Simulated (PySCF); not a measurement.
Computed with ωB97X-D3(BJ)/def2-TZVP // PBE0-D3(BJ)/def2-TZVP (PySCF). Gas-phase values, no solvent. 

Reference species (SMILES): `[C](F)(Cl)Cl` (neutral, multiplicity 2).

```json
{
 "dipole_moment": "0.41 D"
}
```

Changed species: `F[C](F)F` (radical fragment; the reference has radical fragment).

Give the shifts of the dipole moment.

the dipole moment drops by 0.18 D, to 0.23 D.
